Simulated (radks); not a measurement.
Values are calculated unless marked as measured or tabulated.
Problem. Radial electron density D(r) = 4 pi r^2 rho(r) of an atom or ion with 57 electrons. Level of theory: scalar-relativistic Kohn-Sham, AM05, spin-polarised, spherical densities, point nucleus (a radial shooting solver on a logarithmic mesh with Libxc functionals).

```
   r/bohr * D(r) (the largest magnitude, 99.1, reaches the edge; | marks zero)
 0.001694 |   *
 0.002004 |    *
  0.00239 |     *
 0.002827 |       *
 0.003344 |         *
 0.003956 |            *
 0.004679 |               *
 0.005535 |                   *
 0.006548 |                       *
 0.007746 |                            *
 0.009163 |                                *
  0.01084 |                                    *
  0.01293 |                                       *
  0.01529 |                                         *
  0.01809 |                                         *
   0.0214 |                                        *
  0.02531 |                                      *
  0.02994 |                                     *
  0.03542 |                                    *
   0.0419 |                                       *
  0.04956 |                                            *
  0.05863 |                                                  *
  0.06935 |                                                      *
   0.0827 |                                                      *
  0.09783 |                                                 *
   0.1157 |                                           *
   0.1369 |                                        *
   0.1619 |                                         *
   0.1916 |                                              *
   0.2266 |                                               *
   0.2681 |                                        *
   0.3171 |                            *
   0.3751 |                   *
   0.4473 |                *
   0.5291 |                  *
   0.6259 |                   *
   0.7404 |                *
   0.8758 |          *
    1.036 |      *
    1.226 |    *
     1.45 |    *
    1.715 |   *
    2.029 |  *
      2.4 | *
    2.862 |*
    3.385 *
    4.005 *
    4.737 *
    5.604 *
    6.629 *
    7.841 *
    9.276 *
    10.97 *
    12.98 *
    15.48 *
    18.31 *
    21.66 *
    25.62 *
```

What is the nuclear charge?

Solution. Z = 58. The innermost maximum, from 1s, lies near gamma/Z bohr with gamma = sqrt(1 - (Z/c)^2) = 0.906, here 0.0156 bohr (found: 0.0171), and its height grows with Z. The density is that of the cerium ion Ce+ in [Xe] 4f1 5d1.75 5f0.25; the configuration itself is not fixed sharply by these data, and Z only to a few units. D(r) has 5 maxima, at r = 0.0171, 0.0757, 0.214, 0.592, 10.7 bohr, and minima at 0.0330, 0.141, 0.433, 7.53 bohr, inside which lie 1.96, 11.19, 28.95, 56.78 electrons.
